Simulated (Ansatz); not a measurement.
Several settings on one geometry of [Si4]4- (Si₄⁴⁻) (that of the charge -4 singlet, r2SCAN-D4/def2-TZVPD). Ansatz on 4 threads of Intel Xeon on a shared host; times are rough.

```
atom   x (Å)   y (Å)   z (Å)
 Si1   1.499   0.003   0.097
 Si2  -0.588   0.421   1.316
 Si3  -0.434   0.958  -1.072
 Si4  -0.476  -1.383  -0.342
```

Totals from different functionals, basis sets or treatments of relativity can't be compared as stabilities.

DK, ANO-RCC and x2c sets are all-electron and run with scalar relativity unless a key says otherwise. A multiply charged anion in the gas phase is held together partly by the finite basis.

The spins typed aren't always the lowest for that charge.

(1) Give the basis size and estimate the energy, ⟨S²⟩ and time of these runs.

```
run                    method  charge    state                                               further keys
  1  RKS PBEsol-D4/def2-TZVPP      -4  singlet  scf: {omitted_lower_state_checks: [starts]}; forces asked
  2          UKS ωB97/cc-pVDZ      -4  triplet             accuracy: high; scf: {lower_state_search: off}
  3  RKS ωB97M-V/x2c-TZVPPall      -4  singlet                scf: {omitted_lower_state_checks: [starts]}
```

Results:

(1) 
| run | functions | energy (Eh) | ⟨S²⟩ | wall time |
| --- | --- | --- | --- | --- |
| 1 | 168 | -1154.5026 | – | 7 s |
| 2 | 72 | -1156.9077 | 2.02 | 31 s |
| 3 | 168 | -1159.4786 | – | 16 s |

The highest occupied level of an anion often lies above zero with these methods, and sets without diffuse functions describe the outer electron poorly. The restricted singlet is unstable towards broken spin symmetry at other levels; at RKS PBEsol-D4/def2-TZVPP, RKS ωB97M-V/x2c-TZVPPall this wasn't settled.
